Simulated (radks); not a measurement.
The numbers below are computed, except where a source is named.
Task: Ionisation of the antimony ion Sb+, [Kr] 4d10 5s2 5p2, to [Kr] 4d10 5s2 5p1 as the strength of local exchange is varied. Code: a radial shooting solver on a logarithmic mesh with Libxc functionals. Model: scalar-relativistic Kohn-Sham, Slater X-alpha exchange (alpha = 2/3 is LDA exchange), no correlation, spin-polarised, spherical densities, point nucleus; open shells are filled with parallel spins first (spin-orbit coupling, left out, can overturn this in heavy ions).

alpha  E(Sb+) (hartree)  exchange (hartree)  IE (eV)  -e of the level emptied (eV)  <r> of it (bohr)
0.581       -6450.34689          -138.55904   14.826                   10.991 (5p)             2.746
0.592       -6452.97693          -141.23784   14.942                   11.101 (5p)             2.738
0.617       -6458.95814          -147.33368   15.206                   11.353 (5p)             2.720
0.669       -6471.41616          -160.04702   15.763                   11.885 (5p)             2.684
?           -6470.93658          -159.55719   15.741                   11.864 (5p)             2.685

Which alpha was used in the last row?

Result: alpha = 0.667. NIST Atomic Spectra Database: 16.63 eV (measured). The central value is not met in this range of alpha. Open shells are spherical and high-spin; term and fine-structure splittings are not resolved. Spin-orbit splitting is averaged out at the scalar-relativistic level.
